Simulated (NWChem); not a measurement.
System: SiBrCl, singlet; SMILES Cl[Si]Br

Here is an NWChem input.

```
start job
memory heap 200 mb stack 900 mb global 1100 mb
geometry units angstroms
  Si     0.433225     0.414066     1.101342
  Cl     1.155704     1.834260    -0.182766
  Br    -0.665055    -0.959392    -0.306019
end
basis spherical
  * library 6-31g*
end
dft
  xc b3lyp
  iterations 150
end
driver
  maxiter 120
end
task dft optimize
task dft freq
```

Low-valent species are run as closed-shell singlets; no triplet was tried in these runs. This build's default masses of Se (78.918 u) and Br (79.917 u) are each other's, which moves their modes by up to 0.6 %. B3LYP is NWChem's, with the RPA form of VWN correlation.

The level has its own optimisation; frequencies are unscaled.

Question: Predict the main results of this run. (B3LYP/6-31G* (spherical d).) Quantities: r Cl–Si (Å); r Br–Si (Å); highest harmonic frequency (cm⁻¹); lowest (cm⁻¹); zero-point energy (kcal/mol); dipole (D).

Answer: 
```json
{
  "r Cl–Si (Å)": "2.108",
  "r Br–Si (Å)": "2.282",
  "highest harmonic frequency (cm⁻¹)": "496",
  "lowest (cm⁻¹)": "154",
  "zero-point energy (kcal/mol)": "1.5",
  "dipole (D)": "1.34"
}
```
